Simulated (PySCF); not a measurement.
A PySCF script (with the pyscf-properties extension) for the NMR shieldings of `C1=CC=C([SiH2]B(Cl)Cl)C1=C`, C$_{6}$H$_{7}$BCl$_{2}$Si, on a GFN2-xTB geometry:

```python
import basis_set_exchange as bse
import numpy as np
from pyscf import gto, dft
from pyscf.prop import nmr

atoms = """
C    -1.588401    1.901763    0.139728
C    -1.340475    0.592955    0.082876
C    -2.326197   -0.484458    0.084239
C    -1.668787   -1.655653    0.006259
C    -0.245202   -1.387012   -0.047518
C    -0.019334   -0.051414   -0.000788
Si    1.637028    0.823693   -0.048714
B     3.080164   -0.546525   -0.136137
Cl    3.836678   -1.168349    1.280905
Cl    3.609489   -1.207652   -1.636389
H    -2.595247    2.283617    0.191676
H    -0.787795    2.621047    0.132869
H    -3.386809   -0.326024    0.141047
H    -2.097209   -2.641931   -0.013099
H     0.504122   -2.157220   -0.115471
H     1.739095    1.686681    1.141358
H     1.641881    1.728512   -1.212750
"""
names = dict.fromkeys(["C", "Si", "B", "Cl", "H"], "pcSseg-1")
basis = {el: gto.basis.parse(bse.get_basis(n, elements=[el], fmt="nwchem")) for el, n in names.items()}
mol = gto.M(atom=atoms, basis=basis, charge=0, verbose=0)
mf = dft.RKS(mol, xc="PBE0")
mf.grids.level = 2
mf.grids.alignment = dft.numint.BLKSIZE   # the property module wants whole blocks of grid points
mf.conv_tol = 1e-9
mf.kernel()

calc = nmr.RKS(mf)   # GIAO
C = mf.mo_coeff
Co = C[:, mf.mo_occ > 0]
resp = mf.gen_response(singlet=True, hermi=2)
def vind(x):   # induced exchange potential for any number of trial vectors
    d = np.einsum("pi,xij,qj->xpq", C, 2 * x.reshape(-1, C.shape[1], Co.shape[1]), Co, optimize=True)
    return np.einsum("xpq,pi,qj->xij", resp(d - d.transpose(0, 2, 1)), C, Co, optimize=True).ravel()
mo1, _ = nmr.rhf.solve_mo1(calc, with_cphf=vind)
sigma = calc.kernel(mo1)
for i, s in enumerate(sigma):   # ppm
    w = np.linalg.eigvalsh((s + s.T) / 2)
    print("%2d %-2s iso %8.1f  s11 %8.1f  s22 %8.1f  s33 %8.1f" % (i, mol.atom_pure_symbol(i), w.mean(), *w))
```

**Question.** Give the expected output.

**Answer.** 
```
 0 C  iso     51.7  s11    -43.1  s22     36.5  s33    161.8
 1 C  iso     23.8  s11    -76.7  s22     14.0  s33    134.1
 2 C  iso     49.9  s11    -50.7  s22     55.7  s33    144.8
 3 C  iso     46.1  s11    -55.5  s22     48.8  s33    145.2
 4 C  iso     31.8  s11    -79.0  s22     40.5  s33    133.9
 5 C  iso     57.2  s11    -41.7  s22     54.7  s33    158.7
 6 Si iso    433.4  s11    417.1  s22    427.5  s33    455.6
 7 B  iso     24.3  s11    -45.4  s22     21.6  s33     96.6
 8 Cl iso    542.0  s11    150.2  s22    587.2  s33    888.5
 9 Cl iso    543.0  s11    149.9  s22    588.2  s33    891.0
10 H  iso     25.3  s11     23.6  s22     23.8  s33     28.6
11 H  iso     25.3  s11     22.8  s22     23.3  s33     29.9
12 H  iso     25.0  s11     24.0  s22     24.6  s33     26.5
13 H  iso     25.0  s11     23.8  s22     24.4  s33     26.7
14 H  iso     24.9  s11     22.4  s22     23.1  s33     29.2
15 H  iso     27.1  s11     23.3  s22     26.4  s33     31.5
16 H  iso     27.1  s11     23.4  s22     26.3  s33     31.5
```

These numbers come from an equivalent density-fitted implementation of the same equations, which agrees with the script to about 0.01 ppm for H and up to a few tenths of a ppm for heavy atoms, so last digits may differ.

Size and cost of the density-fitted run: 226 basis functions, 2.4 min wall time (120 s CPU) on 1 thread of an AMD EPYC, shared host; peak memory 1.1 GiB.
